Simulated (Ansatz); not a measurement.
H6Si3, SMILES `[SiH2]=[SiH][SiH3]` (charge 0, multiplicity 1).

The numbers are results of frozen-core CCSD(T)/cc-pVQZ // B3LYP-D3(BJ)/def2-TZVP (Ansatz, a first-principles code), not measurements.

Ansatz 0.2 input:
```yaml
crystal:
  periodic: [false, false, false]
  atoms:
    - { symbol: Si, position_ang: [1.968228, -0.382195, 0.656025] }
    - { symbol: Si, position_ang: [0.363175, 0.888981, -0.005872] }
    - { symbol: Si, position_ang: [-1.672308, -0.110498, -0.513759] }
    - { symbol: H, position_ang: [2.013523, -1.791902, 0.217437] }
    - { symbol: H, position_ang: [3.288434, 0.132312, 1.076016] }
    - { symbol: H, position_ang: [0.358523, 2.289259, 0.476461] }
    - { symbol: H, position_ang: [-1.409743, -1.550709, -0.739999] }
    - { symbol: H, position_ang: [-2.66039, 0.047489, 0.580331] }
    - { symbol: H, position_ang: [-2.249442, 0.477262, -1.746641] }
basis:
  gaussian: { orbitals: cc-pVQZ }
correlation:
  method: ccsd_t
```

Output:

```
Functional definition: HF
2079 factors; integrals over basis functions are off by at most 1.0e-3 eV
mean field evaluation 1: about -23679.5625 eV, gradient 1.5e1 eV
mean field evaluation 2: about -23679.6596 eV, gradient 1.5e1 eV
mean field evaluation 4: about -23681.2518 eV, gradient 9.6e-1 eV
mean field evaluation 8: about -23681.2554 eV, gradient 2.5e-1 eV
mean field evaluation 16: about -23680.9524 eV, gradient 4.9e0 eV
mean field -23681.25600524 eV, -870.2701064606 hartree, gradient 2.0e-6 eV, S^2 0.000000; 0 other end points of the search recorded, 0 dependent functions left out; unrestricted orbitals would lower it
15 core orbitals not correlated
reference -23681.25600524 eV, -870.2701064606 hartree; 9, 9 occupied and 333, 333 virtual orbitals, 2079 factors
second order -10.76682918 eV of doubles, -0.00000000 eV of singles
cycle   1  -11.72698891 eV  change   -9.6e-1 eV  update   9.5e-2
cycle   2  -12.17829431 eV  change   -4.5e-1 eV  update   3.4e-2
cycle   3  -12.24145482 eV  change   -6.3e-2 eV  update   1.4e-2
cycle   4  -12.23386979 eV  change    7.6e-3 eV  update   4.8e-3
cycle   5  -12.23263601 eV  change    1.2e-3 eV  update   1.4e-3
cycle   6  -12.23249772 eV  change    1.4e-4 eV  update   5.2e-4
cycle   7  -12.23258138 eV  change   -8.4e-5 eV  update   2.0e-4
cycle   8  -12.23269078 eV  change   -1.1e-4 eV  update   8.9e-5
cycle   9  -12.23269375 eV  change   -3.0e-6 eV  update   3.1e-5
cycle  10  -12.23267443 eV  change    1.9e-5 eV  update   1.2e-5
perturbative correction -0.57681614 eV, -0.0211976020 hartree
Total energy: -23694.06549580 eV, -870.7408465562 hartree
```
